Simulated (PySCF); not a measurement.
# Removal energies of Hg⁴⁴⁺ from EOM-IP-GCCSD

Reference: closed-shell Hg⁴⁴⁺, [Kr]; one electron is removed. Calculated with PySCF 2.14, two-component X2C-1e with screened spin-orbit coupling, an even-tempered Gaussian basis (18 s from 2.5 bohr⁻², ratio 2.6; 16 p from 3.2 bohr⁻², ratio 2.6; 11 d from 3.2 bohr⁻², ratio 2.6; 5 f from 3.3 bohr⁻², ratio 2.8); frozen [Ar] 3d10; the 114 highest virtual spinors dropped; of the others 74 kept and the rest restored at second order. No Breit or QED terms. Binding energies in eV.

```tsv
level	Koopmans	second order	EOM-CCSD
4p1/2	2497.3	2497.4	2497.4
4p3/2	2353.0	2353.9	2354.0
```

For comparison, the ionisation energy of Hg⁴⁴⁺ is 2354 ± 4 eV (theoretical estimate listed by NIST; NIST Atomic Spectra Database, ionization energies).
